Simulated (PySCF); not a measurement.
Zn(F)(SiH3) (FH3SiZn), SMILES [F][Zn][SiH3].

The structure is a stationary point at B3LYP-D3(BJ)/def2-TZVP.

These are IEF-PCM-M06-2X/def2-SVP (PySCF) values and carry that method's errors.

The values are the electrostatic part of the solvation free energy, E(continuum) − E(gas) at the gas-phase geometry, in a cavity of scaled van der Waals radii (PySCF's table); cavitation and dispersion terms are not included. A continuum can't describe solvent molecules that bind to the metal. In vacuum the orbital gap is 9.17 eV. The dipole moment in vacuum is 2.33 D.

Question: Estimate the values in water (ε = 78.36), tetrahydrofuran (ε = 7.43), dichloromethane (ε = 8.93). (Estimate from the structure and the level; the computed values follow.)

Answer: 
| solvent | ε | ΔG(elec) (kcal/mol) | dipole (D) | gap (eV) |
|---|---|---|---|---|
| water | 78.36 | -17.3 | 1.85 | 8.99 |
| tetrahydrofuran | 7.43 | -14.0 | 2.01 | 9.01 |
| dichloromethane | 8.93 | -14.5 | 1.98 | 9.01 |
